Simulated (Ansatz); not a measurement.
Reaction (silylene loss): `[SiH3][O][GaH][SH]` → `[OH][GaH][SH]` + `[SiH2]`

Computed with Ansatz on PBE0-D4/def2-TZVP structures; ΔE is electronic, products minus reactants. CBS: MP2 limit from def2 TZ/QZ plus the TZ coupled-cluster correction, frozen cores. This one scheme is used for every species. For Ga outer-core shells are correlated without core-valence functions, which leaves a few kJ/mol of doubt a bond. Scalar relativity is left out up to krypton. One conformer a species, not always the lowest.

`[SiH3][O][GaH][SH]`:

```xyz
9

Si    0.234    1.367    0.635
O     0.294    0.537   -0.765
Ga   -0.015   -1.103   -1.386
S    -0.699   -2.596    0.066
H    -0.723    2.498    0.517
H    -0.215    0.495    1.763
H     1.581    1.899    0.972
H     0.215   -1.371   -2.893
H    -0.672   -1.725    1.090
```

`[OH][GaH][SH]`:

Z-matrix (Å, degrees):
```
Ga
S 1 2.188
O 1 1.786 2 112.6
H 1 1.554 2 124.3 3 180.0
H 2 1.345 1 92.3 3 -0.0
H 3 0.959 1 114.2 2 179.9
```

`[SiH2]`:

```xyz
3

Si    0.659   -0.136   -0.232
H     0.082    0.559    0.997
H    -0.741   -0.423   -0.765
```

| species | CCSD(T)/CBS(def2) energy (Eh) |
| --- | --- |
| `[SiH3][O][GaH][SH]` | -2689.07634 |
| `[OH][GaH][SH]` | -2398.75721 |
| `[SiH2]` | -290.19011 |

**Question.** Work out ΔE.

**Answer.** ΔE = (-2398.75721) + (-290.19011) − (-2689.07634) = 0.12902 Eh = +81.0 kcal/mol.

**Question.** What do rigid-rotor, harmonic-oscillator terms from PBE0-D4/def2-TZVP frequencies (298.15 K, 1 bar) make of the CCSD(T)/CBS value? (An estimate is asked.)

**Answer.** The calculation gave: ΔZPE = -2.7 kcal/mol, ΔH = +79.1 kcal/mol, ΔS = 144 J/(mol·K), ΔG = +68.9 kcal/mol.

Largest T1 diagnostic among the species: 0.014.

The D4 term adds +3.5 kcal/mol with B3LYP and +1.9 kcal/mol with PBE0; it sums over pairs of atoms, weighted by their polarisabilities, and B3LYP, whose exchange is more repulsive, gets the larger term. Leaving LDA and LC-ωPBE aside and taking each functional with its dispersion term where it has one, the values, not all of them listed here, spread over 9.1 kcal/mol, from BLYP-D4 to r2SCAN0-D4. LDA lies +8.5 kcal/mol from PBE without D4.

B3LYP here is the variant with VWN-RPA as its local correlation; programs differ in this.
